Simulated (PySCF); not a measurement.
Structure with atom numbers: `[OH:1][CH2:2][c:3]1[cH:4][cH:5][c:6]2[c:7]([cH:8]1)[CH2:9][CH2:10]2` (H(Xn): hydrogen on atom n).

- shieldings: GIAO PBE0/pcSseg-1
- geometry from GFN2-xTB
- run in PySCF 2.14.0 with density-fitted response routines
- relativity neglected, isolated molecule, one conformer, averaged over atoms made equivalent by symmetry, fast rotation or ring inversion

Shifts are taken against calculated references (same method and geometry level): TMS for 13C (σref 186.93).

Do the 13C shifts follow the atomic charges (in e)? Tabulate both.

## Answers


| atoms | hybridisation | δ (ppm) | σ para (ppm) | Hirshfeld | IAO | Mulliken | ESP-fitted |
| --- | --- | --- | --- | --- | --- | --- | --- |
| C7 | sp2 | 152.3 | -226 | -0.00 | +0.00 | -0.16 | +0.16 |
| C6 | sp2 | 151.1 | -228 | -0.00 | -0.00 | -0.16 | +0.18 |
| C3 | sp2 | 147.3 | -223 | -0.01 | -0.02 | -0.33 | -0.06 |
| C4 | sp2 | 131.8 | -198 | -0.06 | -0.17 | -0.05 | -0.11 |
| C8 | sp2 | 129.8 | -193 | -0.05 | -0.16 | +0.01 | -0.37 |
| C5 | sp2 | 127.9 | -193 | -0.06 | -0.16 | -0.07 | -0.39 |
| C2 | sp3 | 73.1 | -125 | -0.00 | -0.05 | +0.19 | +0.23 |
| C9 | sp3 | 30.5 | -96 | -0.07 | -0.27 | -0.08 | -0.20 |
| C10 | sp3 | 30.3 | -98 | -0.07 | -0.27 | -0.08 | -0.16 |

Correlation coefficients of δ with charge over these carbons: Hirshfeld +0.53, IAO +0.74, Mulliken -0.41, ESP-fitted +0.15; with the paramagnetic shielding -0.99. Among the 6 sp2 carbons alone: Hirshfeld +0.98, IAO +0.99, Mulliken -0.75, ESP-fitted +0.92. With so few points, grouped by hybridisation, these coefficients are fragile. Charge is one influence among several: hybridisation and low-lying excitations act through the paramagnetic term.

Shifts are as computed. Against solution values, carbons near 30 ppm lie about +3 ppm off and those near 130 ppm about +5 ppm. Of 1211 compounds with measured shifts, 218 miss one by over three times the rms of a fit or turn the order of signals round; such compounds aren't used in these exercises.
